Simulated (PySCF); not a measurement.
Ge(F)2(Br)(NH2) (BrF₂GeH₂N), SMILES [F][Ge]([Br])([NH2])[F].

Coordinates come from a B3LYP-D3(BJ)/def2-SVP optimisation. This is a generated structure with no PubChem entry under its InChIKey; it may be hypothetical. The values are those of a single conformer.

Calculation: ωB97X/def2-TZVP in PySCF.

Symmetry labels are those of the subgroup Cs that the program uses (full group Cs).

Computed valence orbital energies around the gap with their symmetry:
```json
[
 {"orbital": "HOMO−7", "symmetry": "A'", "energy (eV)": "-15.53"},
 {"orbital": "HOMO−6", "symmetry": "A\"", "energy (eV)": "-14.59"},
 {"orbital": "HOMO−5", "symmetry": "A\"", "energy (eV)": "-14.35"},
 {"orbital": "HOMO−4", "symmetry": "A'", "energy (eV)": "-14.34"},
 {"orbital": "HOMO−3", "symmetry": "A'", "energy (eV)": "-13.34"},
 {"orbital": "HOMO−2", "symmetry": "A'", "energy (eV)": "-11.82"},
 {"orbital": "HOMO−1", "symmetry": "A\"", "energy (eV)": "-11.55"},
 {"orbital": "HOMO", "symmetry": "A'", "energy (eV)": "-11.06"},
 {"orbital": "LUMO", "symmetry": "A'", "energy (eV)": "0.78"},
 {"orbital": "LUMO+1", "symmetry": "A'", "energy (eV)": "2.79"},
 {"orbital": "LUMO+2", "symmetry": "A\"", "energy (eV)": "2.91"},
 {"orbital": "LUMO+3", "symmetry": "A'", "energy (eV)": "3.68"}
]
```
